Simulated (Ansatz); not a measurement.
Reactions of `F[SiH2][SeH]`.

Computed with Ansatz on PBE0-D4/def2-TZVP structures; ΔE is electronic, products minus reactants. CCSD(T)/CBS is the MP2 limit (def2-TZVPP, def2-QZVPP) plus CCSD(T) − MP2 in def2-TZVPP, frozen cores. This one scheme is used for every species, atoms too. No spin–orbit coupling; open shells (•) take unrestricted orbitals. Spin–orbit coupling would lower the free atoms: a little for F. For Se outer-core shells are correlated without core-valence functions, so the limit isn't a true one: a few kJ/mol of doubt a bond, and 10 to 20 or more in all where bonds break to atoms. Scalar relativity is left out up to krypton. Each species was taken in one conformer, which may not be the lowest.

(1) Order these by ΔE at CCSD(T)/CBS, lowest first. (Best estimate.)
A. `F[SiH2][SeH]` → H• + `F[SiH][SeH]`•
B. `F[SiH2][SeH]` + `OCO` → `OCO[SiH2]F` + H₂Se
C. `F[SiH2][SeH]` + F• → `F[SiH][SeH]`• + H–F
D. `F[SiH2][SeH]` + `BCC(O)=S` → `B[Se][SiH2]F` + `CC(O)=S`
E. `F[SiH2][SeH]` + `N[SiH3]` → `N[SiH2][SiH2][SeH]` + H–F
F. `F[SiH2][SeH]` + `OCF` → `FCO[SiH2][SeH]` + H–F
G. `F[SiH2][SeH]` + `B[SiH2]O` → `B[SiH2]O[SiH2]F` + H₂Se
H. `F[SiH2][SeH]` + `[SiH3]`• → `F[SiH][SeH]`• + SiH₄

Largest T1 diagnostic: 0.017, for `CC(O)=S`.

## Answers

(1) C (-181.3 kJ/mol), D (-107.6 kJ/mol), G (-65.8 kJ/mol), B (-38.5 kJ/mol), H (+7.8 kJ/mol), F (+38.8 kJ/mol), E (+129.0 kJ/mol), A (+414.7 kJ/mol).
